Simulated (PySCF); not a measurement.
C₂HCl₃. Atoms are numbered in the order given.

```xyz
6

Cl     0.3504     2.2664     0.0000
C      0.9181     0.6388     0.0000
C      0.1107    -0.4318     0.0000
Cl    -1.6118    -0.3364     0.0000
Cl     0.7806    -2.0334     0.0000
H      2.0015     0.5172     0.0000
```
Charge 0, spin multiplicity 1.

Coordinates come from a B3LYP-D3(BJ)/def2-SVP optimisation.

Level of theory: SMD-PBE0/6-31G* in PySCF.

Solvation free energies are E(SMD) − E(gas) at the gas-phase geometry, for 1 M in both phases. In vacuum the dipole moment is 0.99 D.

```tsv
solvent	ΔG(solv) (kcal/mol)	its non-electrostatic (CDS) part	dipole (D)
water	0.4	2.6	1.46
diethylether	-3.8	-2.4	1.28
benzene	-3.6	-2.7	1.17
```
